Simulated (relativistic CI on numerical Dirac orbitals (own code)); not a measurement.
d1 to d9 in one octahedral field

Computed with a parametric ligand-field model without spin-orbit coupling, by exact diagonalisation: B = 480, C = 2180, 10Dq = 22900 cm⁻¹ (Oh; |10Dq|/B = 47.7) for every shell. Energies in cm⁻¹; the field energy is (0.6 n_e − 0.4 n_t2) × 10Dq of the ground term; g labels are left out. So small a B with so large a field is typical of 4d and 5d ions, where spin-orbit coupling, left out here, reaches 1,000 to 4,000 cm⁻¹.

```tsv
Shell	Ground term	Electrons in e	Field energy	First spin-allowed bands	Lowest term of other spin
d1	2T2	0.000	-9160	2E 22900	
d2	3T1	0.011	-18072	3T2 21761, 3T1 27823	1T2 7419
d3	4A2	0.000	-27480	4T2 22900, 4T1 28224	2E 10312
d4	3T1	0.018	-36223	3E 20839, 3T1 21395	1T2 6361
d5	2T2	0.034	-45023	2A2 20179, 2T1 20344	4T1 12648
d6	1A1	0.027	-54349	1T1 21337, 1T2 28089	3T1 16737
d7	?	?	?	?	?
d8	3A2	2.000	-27480	3T2 22900, 3T1 28224	1E 8140
d9	2E	3.000	-13740	2T2 22900
```

Problem. Fill in the row of d7.

Solution. Ground term: 2E; Electrons in e: 1.018; Field energy: -40807; First spin-allowed bands: 2T1 21215, 2T2 21759; Lowest term of other spin: 4T1 12499. Low spin: d4, d5, d6, d7; the other shells keep the spin of the free ion. Only d4 to d7 can choose; the field needed to pair spins is smallest for d6 and largest for d5, which loses most exchange energy. In the strong-field picture 10Dq must exceed about 6B + 5C = 13780 (d4), 7.5B + 5C = 14500 (d5), 2.5B + 4C = 9920 (d6) and 4B + 4C = 10640 (d7); mixing of terms shifts these bounds somewhat.
